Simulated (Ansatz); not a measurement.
Species: H$_{6}$Te (charge 0, singlet). 
Structure (B3LYP-D3(BJ)/def2-TZVP (Ansatz, a quantum-chemistry and plane-wave program) minimum search):
SMILES: [TeH6]
```xyz
7

Te     0.0000     0.0000     0.0000
H      1.7384     0.0136     0.0182
H     -1.7384    -0.0136    -0.0182
H     -0.0135     1.7385    -0.0051
H      0.0135    -1.7385     0.0051
H     -0.0182     0.0050     1.7384
H      0.0182    -0.0050    -1.7384
```
Charge 0, spin multiplicity 1.

Quantity: atomisation energy (electronic, to ground-state atoms), in kcal/mol. Correlated levels leave the core frozen unless marked. UHF or UKS for open shells. Spin-orbit coupling is left out. The frozen core is the preceding noble-gas configuration, with the filled d and f shells of earlier blocks. In def2 rows, elements after Kr have scalar-relativistic effective core potentials. The coupled-cluster limit lacks core correlation, which all-electron functionals hold. CBS(X,Y): correlation extrapolated as X^-3; Hartree-Fock from the larger set.

| level | program | atomisation energy (kcal/mol) |
|---|---|---|
| HF/def2-TZVPPD | Ansatz | 147.6 |
| revPBE-D4/def2-TZVPD | Ansatz + dftd4 | 258.6 |
| r2SCANh-D4/def2-TZVPD | Ansatz + dftd4 | 257.9 |
| MP2/def2-QZVPP | Ansatz | 242.0 |
| RI-MP2/def2-TZVPP | Ansatz | 236.3 |
| SCS-MP2/def2-SVPD | Ansatz | 230.3 |
| CCSD(T)/CBS(def2-TZVPP,def2-QZVPP) | Ansatz | 262.3 |
